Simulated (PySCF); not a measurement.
## Working out the excitation energy of Zr

Zr [Kr] 4d2 5s2 (3F) → Zr [Kr] 4d2 5s1 5p1 (high-spin determinant). Computed with PySCF 2.14 in aug-cc-pVDZ-PP with ECP28MDF, with a scalar-relativistic core potential. Frozen: 4s2 4p6. Energies in hartree (1 hartree = 27.21139 eV):

```
            part  Zr (lower)  Zr (upper)
             UHF  -46.302154  -46.271867
CCSD correlation   -0.054231   -0.021531
             (T)   -0.002491   -0.001011
```

**Question.** What does Hartree-Fock give?

**Answer.** (-46.271867) − (-46.302154) = 0.030287 hartree = 0.824 eV.

**Question.** What do CCSD and CCSD(T) give?

**Answer.** The CCSD correlation energies differ by 0.032700 hartree = 0.890 eV and the triples by 0.001480 hartree = 0.040 eV, so CCSD gives 1.714 eV and CCSD(T) 1.754 eV.

One determinant mixes LS terms, so it does not stand for a single term.

A double-zeta basis recovers only part of the correlation energy.
